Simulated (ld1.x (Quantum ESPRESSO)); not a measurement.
Which change was made? (Mn, ultrasoft)

manganese (Mn), ultrasoft, made with ld1.x (Quantum ESPRESSO) 7.5 (PBEsol, scalar-relativistic). Core [Ar], reference 3d6 4s1 4p0. Waves: 4s (bound): rcut 2.35, rcutus 2.80 bohr; 4s channel at 0.6 Ry: rcut 2.35, rcutus 2.80 bohr; 4p (bound, empty): rcut 2.40, rcutus 2.90 bohr; 4p channel at 0.65 Ry: rcut 2.40, rcutus 2.90 bohr; 3d (bound): rcut 1.10, rcutus 1.25 bohr; 3d channel at 0.25 Ry: rcut 1.10, rcutus 1.25 bohr. Local part: all-electron potential smoothed inside 2.55 bohr (lloc = -1). Core correction: none. Augmentation charge: PSQ, radius 1.10 bohr.

Cutoffs, loose and tight: the cutoffs (Ry, on a coarse ladder) from which the occupation-weighted sum of valence levels, in a spherical-Bessel basis at the reference potential, stays within 10 and 1 mRy of its value at 400 Ry. They do not see the model core or the augmentation charge, which bear on the density cutoff. Test errors are all-electron minus pseudo excitation energies from the reference, over the configurations 3d5 4s2 4p0; 3d5 4s1 4p0; 3d5 4s0 4p0; 3d4 4s2 4p1; 3d5 4s0 4p2; 3d3 4s0 4p0; 3d5 4s0 4p1; variants that change the core or the reference have their own tests. The largest error is taken over the tests solved by every variant that gives reliable tests at all, those not shown here included: 3d5 4s0 4p0; 3d5 4s1 4p0; 3d5 4s2 4p0.

The base gives: outcome: generated; cutoff, loose: 70 Ry; cutoff, tight: 110 Ry; bound ghosts: none; largest test error (meV): +35.

(1) After one change the result is: outcome: failed: chargeps: negative rho. Which change was it?
A. all radii scaled by about 1.14 (s 3.18, p 3.30, d 1.42 bohr, rcut 2.66/2.72/1.24); local potential all-electron potential smoothed inside 2.90 bohr (lloc = -1); augmentation PSQ, radius 1.24 bohr
B. all radii scaled by about 1.24 (s 3.48, p 3.60, d 1.54 bohr, rcut 2.92/2.98/1.36); local potential all-electron potential smoothed inside 3.16 bohr (lloc = -1); augmentation PSQ, radius 1.36 bohr
C. all radii scaled by about 1.40 (s 3.92, p 4.06, d 1.74 bohr, rcut 3.28/3.36/1.54); local potential all-electron potential smoothed inside 3.56 bohr (lloc = -1); augmentation PSQ, radius 1.54 bohr
D. all radii scaled by about 0.82 (s 2.30, p 2.38, d 1.02 bohr, rcut 1.92/1.98/0.90); local potential all-electron potential smoothed inside 2.10 bohr (lloc = -1); augmentation PSQ, radius 0.90 bohr

Results:

(1) B. The others give: all radii scaled by about 1.14 (s 3.18, p 3.30, d 1.42 bohr, rcut 2.66/2.72/1.24); local potential all-electron potential smoothed inside 2.90 bohr (lloc = -1); augmentation PSQ, radius 1.24 bohr → outcome: generated; cutoff, loose: 50 Ry; cutoff, tight: 90 Ry; bound ghosts: none; largest test error (meV): +47 | all radii scaled by about 0.82 (s 2.30, p 2.38, d 1.02 bohr, rcut 1.92/1.98/0.90); local potential all-electron potential smoothed inside 2.10 bohr (lloc = -1); augmentation PSQ, radius 0.90 bohr → outcome: generated; cutoff, loose: 100 Ry; cutoff, tight: 180 Ry; bound ghosts: none; largest test error (meV): -37 | all radii scaled by about 1.40 (s 3.92, p 4.06, d 1.74 bohr, rcut 3.28/3.36/1.54); local potential all-electron potential smoothed inside 3.56 bohr (lloc = -1); augmentation PSQ, radius 1.54 bohr → outcome: generated; cutoff, loose: 35 Ry; cutoff, tight: 55 Ry; bound ghosts: none; largest test error (meV): +30.
